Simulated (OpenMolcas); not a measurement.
## Sn2+: effect of the basis set

```json
{
  "Program": "OpenMolcas",
  "Method": "CASSCF",
  "Active space": "2 electrons in 4 orbitals (5s 5p)",
  "State averaging": "2S+1 = 3 even, 3 roots; 2S+1 = 1 even, 7 roots; 2S+1 = 3 odd, 3 roots; 2S+1 = 1 odd, 3 roots",
  "Spin-orbit coupling": "RASSI with atomic mean-field integrals over the reference wave functions, term energies averaged over their components"
}
```

A. ANO-R1 [6s5p3d1f], X2C, finite nucleus; cost of the order of 11 core-seconds
B. ANO-RCC-VDZP [6s5p3d1f], DKH2, point nucleus; cost roughly 8 core-seconds
C. ANO-RCC-VTZP [7s6p4d2f1g], DKH2, point nucleus; cost about 13 core-seconds
D. ANO-R2 [7s6p4d2f1g], X2C, finite nucleus; cost roughly 8 core-seconds
E. ANO-RCC-VQZP [8s7p5d3f2g], DKH2, point nucleus; cost of the order of 25 core-seconds
F. ANO-R3 [8s7p5d3f2g1h], X2C, finite nucleus; cost of the order of 23 core-seconds

Energies in eV above 5s² ¹S₀, the measured ground level; measured values from Moore, Atomic Energy Levels, vol. III, NSRDS-NBS 35 (1971 reprint of NBS Circular 467, 1958).

| Level | A | B | C | D | E | F | Measured |
| --- | --- | --- | --- | --- | --- | --- | --- |
| 5s² ¹S₀ | 0.0000 | 0.0000 | 0.0000 | 0.0000 | 0.0000 | 0.0000 | 0.0000 |
| 5s 5p ³P°₀ | 6.0812 | 6.0410 | 6.0420 | 6.0381 | 6.0400 | 6.0176 | 6.6391 |
| 5s 5p ³P°₁ | 6.2890 | 6.2528 | 6.2245 | 6.2185 | 6.2171 | 6.2019 | 6.8435 |
| 5s 5p ³P°₂ | 6.7546 | 6.7297 | 6.6287 | 6.6181 | 6.6100 | 6.6114 | 7.3434 |
| 5s 5p ¹P°₁ | 10.6735 | 10.5784 | 10.5527 | 10.5954 | 10.5430 | 10.5715 | 9.9077 |
| 5p² ³P₀ | 15.3605 | 15.3266 | 15.3249 | 15.2804 | 15.3137 | 15.2871 | 15.7842 |
| 5p² ³P₁ | 15.6590 | 15.6367 | 15.5769 | 15.5281 | 15.5580 | 15.5427 | 16.1328 |
| 5p² ³P₂ | 15.9979 | 15.9831 | 15.8836 | 15.8333 | 15.8586 | 15.8542 | 16.6842 |
| 5p² ¹D₂ | 17.0820 | 17.0762 | 16.9937 | 16.9614 | 16.9741 | 16.9855 | 15.8954 |
| 5p² ¹S₀ | 19.4594 | 19.4489 | 19.4445 | 19.4531 | 19.4382 | 19.4799 |  |

Deviations, from unrounded energies. A percentage is the sum of absolute deviations over the sum of measured energies, with the sign that they share, or ± where signs differ.

```tsv
Against measurement	Levels	A	B	C	D	E	F
mean absolute deviation (cm-1)	8	5300	5400	5500	5700	5600	5700
other configurations (%)	8	±5.5	±5.6	±5.8	±5.9	±5.8	±5.9
```

A, B, C lie about equally close to measurement and F furthest from it. The largest miss of A in the table is 5p² ¹D₂, by +9600 cm-1. The ranking rests on the paired levels alone, and a cruder setting can come out closer through cancelling errors.

Among A to F the level of the table that moves most is 5p² ³P₂, by 1300 cm-1 (lowest in D, highest in A).

Some levels mix across a computed gap that differs much from the measured one, so their mixing is not that of the real levels. The ¹D term of p² mixes with s d, which this space lacks. Computed and measured levels are paired by configuration, term and J; levels that our copy of the source lacks, or whose pairing is in doubt (as where it misses far off the trend of its configuration), stay unpaired and out of the deviations. Only configurations of the active space appear.

° marks odd parity.
